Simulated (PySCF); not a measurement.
## Sr: excitation energy

Sr [Kr] 5s2 (1S) → Sr [Kr] 5s1 5p1 (3P), as a difference of total energies. Computed with PySCF 2.14 in aug-cc-pVTZ-X2C (8s7p5d2f, 68 functions), with the spin-free X2C one-electron Hamiltonian (Gaussian nucleus). Correlated levels: valence: [Kr] frozen. The calculations carry no spin-orbit coupling.

| method | excitation energy (cm⁻¹) | error (cm⁻¹) |
| --- | --- | --- |
| UHF | 7852.2 | -6850 |
| MP2 (valence) | 11550 | -3152 |
| SCS-MP2 (valence) | 12599 | -2103 |
| CCSD (valence) | 12698 | -2004 |

Reference: 14703 cm⁻¹ (measured; NIST levels, between the centres of gravity of the two terms).

Errors of the correlated levels include the incompleteness of this basis and the frozen core.

With two correlated electrons CCSD is exact in that space.
